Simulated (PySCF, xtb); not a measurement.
Si(Br)(SH) (BrHSSi), SMILES S[Si]Br (connectivity only; charge and spin as stated), neutral, multiplicity 1.

Geometry: B3LYP-D3(BJ)/def2-TZVP. One conformer was computed; it need not be the lowest.

Computed with IEF-PCM-B3LYP/def2-SVP in PySCF.

The values are the electrostatic part of the solvation free energy, E(continuum) − E(gas) at the gas-phase geometry, in a cavity of scaled van der Waals radii (PySCF's table); cavitation and dispersion terms are not included. In vacuum the orbital gap is 4.23 eV. The dipole moment in vacuum is 1.99 D.

Computed values in water (ε = 78.36), cyclohexanone (ε = 15.62), methanol (ε = 32.61):
```json
[
 {"solvent": "water", "ε": "78.36", "ΔG(elec) (kcal/mol)": "-2.7", "dipole (D)": "2.86", "gap (eV)": "4.31"},
 {"solvent": "cyclohexanone", "ε": "15.62", "ΔG(elec) (kcal/mol)": "-2.4", "dipole (D)": "2.78", "gap (eV)": "4.30"},
 {"solvent": "methanol", "ε": "32.61", "ΔG(elec) (kcal/mol)": "-2.6", "dipole (D)": "2.83", "gap (eV)": "4.31"}
]
```

For comparison, GFN2-xTB/ALPB(water) (xtb, at the GFN2-xTB geometry, all terms of that model) gives -0.7 kcal/mol.
